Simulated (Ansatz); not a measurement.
**Two structures of AlFGeH5Sn+**

Structure X: a singlet given by its coordinates. Structure Y: a singlet given by its coordinates. Both are isolated ions in the gas phase, relaxed with PBE0-D3(BJ)/def2-SVP.

X (Å):

```yaml
atoms:
  - { symbol: Al, position_ang: [1.4439, 0.1127, 0.2230] }
  - { symbol: F, position_ang: [-0.0380, -0.0995, 1.1731] }
  - { symbol: Ge, position_ang: [1.2310, -1.6471, 1.9001] }
  - { symbol: Sn, position_ang: [2.1593, 1.8478, -1.6995] }
  - { symbol: H, position_ang: [0.3712, -2.8957, 1.6458] }
  - { symbol: H, position_ang: [1.2746, -1.3298, 3.4035] }
  - { symbol: H, position_ang: [3.6458, 2.4724, -1.1622] }
  - { symbol: H, position_ang: [0.8883, 2.9749, -1.7296] }
  - { symbol: H, position_ang: [2.2814, 0.8848, -3.0950] }
```

Close contacts (Å): Al1–F2 1.77, Al1–Ge3 2.44, Al1–Sn4 2.69, F2–Ge3 2.13, Ge3–H5 1.54, Ge3–H6 1.54, Sn4–H7 1.70, Sn4–H8 1.70, Sn4–H9 1.70.

Y (Å):

```
atom    x (Å)    y (Å)    z (Å)
  Al   1.5157   0.0806  -0.0567
   F   1.5762  -1.6235  -0.2495
  Ge   1.8920   2.0624  -1.4920
  Sn   0.9459  -1.2383   2.1656
   H  -0.5390  -2.0659   2.3737
   H   2.1515  -2.0482   3.0734
   H   3.3643   2.4378  -1.2961
   H   0.9413   3.1430  -0.9694
   H   1.5735   1.6213  -2.9228
```

Close contacts (Å): Al1–F2 1.72, Al1–Ge3 2.48, Al1–Sn4 2.65, F2–Sn4 2.53, Ge3–H7 1.53, Ge3–H8 1.53, Ge3–H9 1.53, Sn4–H5 1.71, Sn4–H6 1.71.

Question: Estimate E(Y) − E(X) at the level CCSD(T)/def2-SVP + ΔMP2/def2-TZVPP.

Answer: Calculated at CCSD(T)/def2-SVP + ΔMP2/def2-TZVPP: E(Y) − E(X) = −13.3 kcal/mol, so structure Y lies lower.

Level by level:

| level | geometry | E(Y) − E(X) (kcal/mol) | departure from the last row (kcal/mol) | job, with rough time for the two |
| --- | --- | --- | --- | --- |
| PBE0-D3(BJ)/def2-SVP | PBE0-D3(BJ)/def2-SVP | −12.6 | +0.6 | optimisation, 56 s |
| HF/def2-SVP | PBE0-D3(BJ)/def2-SVP | −13.7 | −0.4 | part of the CCSD(T) run |
| MP2/def2-SVP | PBE0-D3(BJ)/def2-SVP | −13.3 | −0.1 | part of the CCSD(T) run |
| CCSD(T)/def2-SVP | PBE0-D3(BJ)/def2-SVP | −12.8 | +0.5 | single point |
| CCSD(T)/def2-SVP + ΔMP2/def2-TZVPP | PBE0-D3(BJ)/def2-SVP | −13.3 |  | single point, 58 s |

None of the levels shown reverses the order. The largest departure from CCSD(T)/def2-SVP + ΔMP2/def2-TZVPP is that of PBE0-D3(BJ)/def2-SVP, 0.6 kcal/mol. A small imaginary or near-zero mode remains, so no thermal terms are given. Levels run at GFN2-xTB geometries aren't shown. The last row adds to CCSD(T) the change of the MP2 difference between the two basis sets, here −0.5 kcal/mol.

The correlated steps freeze 19 core orbitals; the filled d shell of Ge and Sn is correlated, in a basis made for valence electrons. Atoms past krypton carry core potentials in the def2 sets and no spin–orbit term is included. Run with Ansatz 0.2.0; the last row on 2 threads of Arm Neoverse V2 on a shared host.
